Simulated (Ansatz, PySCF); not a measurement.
The pair A = NH3 (SMILES N) (first 4 atoms), B = C2H6O (SMILES CCO); geometry from B3LYP-D3(BJ)/def2-TZVP.
(charge 0, multiplicity 1):
```xyz
13

N      0.028    -0.066     0.461
H     -0.920    -0.345     0.235
H      0.275     0.703    -0.152
H      0.639    -0.844     0.240
C     -0.118    -1.251     4.224
C     -0.500     0.213     4.048
O      0.384     0.913     3.194
H     -0.790    -1.749     4.928
H      0.903    -1.333     4.601
H     -0.172    -1.784     3.272
H     -1.536     0.284     3.684
H     -0.467     0.724     5.013
H      0.277     0.563     2.288
```

Correlated levels freeze the cores.

Run with Ansatz (an electronic-structure program) with Gaussian orbitals; PySCF for the dispersion terms. Each number belongs to the level named beside it.

The monomers are drawn apart, rigid, along the line of their centres of mass. Counterpoise-corrected interaction energies (kcal/mol):

```csv
level,R = 4.169 Å,R = 4.949 Å
PBE/def2-TZVPPD,-3.8915,-1.7342
PBE-D3(BJ)/def2-TZVPPD,-4.3550,-1.9351
wB97M-V/def2-TZVPPD,-4.0254,-1.8024
CCSD(T)/aug-cc-pVDZ,-3.8872,-1.7655
```

Q: R is the distance of the centres of mass. Find the local exponent m of E ∝ R⁻ᵐ between the two points.

A: 
m = ln(E₁/E₂)/ln(R₂/R₁): PBE/def2-TZVPPD 4.7; PBE-D3(BJ)/def2-TZVPPD 4.7; wB97M-V/def2-TZVPPD 4.7; CCSD(T)/aug-cc-pVDZ 4.6. For scale, two fixed dipoles give m = 3, dipole and quadrupole 4, quadrupoles 5, and dispersion or dipole-induced dipole 6 at long range; at these distances several terms mix, and what is left of overlap and damping shifts m, so it need not match one of them.
